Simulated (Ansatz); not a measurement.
Input for Ansatz (an electronic-structure program): R-wB97M-V/def2-TZVPP on H3IPbSi (SMILES [SiH3][Pb][I]), a point of a torsion scan. Elements past Kr take the def2 small-core potentials; no spin–orbit coupling.

Ansatz 0.2 input:
```yaml
crystal:
  periodic: [false, false, false]
  atoms:
    - {symbol: Si, position_ang: [-0.79988686, 0.00684187, 0.03063404]}
    - {symbol: Pb, position_ang: [1.49138318, 1.43295081, -0.08890790]}
    - {symbol: I, position_ang: [2.68857215, 0.36839742, 2.14824443]}
    - {symbol: H, position_ang: [-1.14353586, -0.58456118, 1.31918852]}
    - {symbol: H, position_ang: [-1.96653502, 0.81654992, -0.34249570]}
    - {symbol: H, position_ang: [-0.81559839, -1.10831724, -0.92183850]}
basis:
  gaussian:
    orbitals: def2-TZVPP
hamiltonian:
  xc: {name: wB97M-V}
scf: {lower_state_search: off}
```

The head of its log:

```
WARN ansatz: RAYON_NUM_THREADS=1 ignored (pool sized by the plan → 1); use --threads N
Functional definition: wB97M-V
these checks for a lower state are left out or cut short: stability, starts, cluster_reference, orbital_swaps, neighbouring_geometries, increment
integrals: 0.16 GiB planned
1274 factors; their error is unknown
integrals: 0.19 GiB planned
318 factors; integrals over basis functions are off by at most 3.9e-5 eV
mean field: 1.26 GiB planned
mean field evaluation 1: about -21272.7476 eV, gradient 1.5e1 eV
mean field evaluation 2: about -21273.4848 eV, gradient 1.3e1 eV
```

Problem. Predict the final total energy.

Solution. -781.8096 hartree.
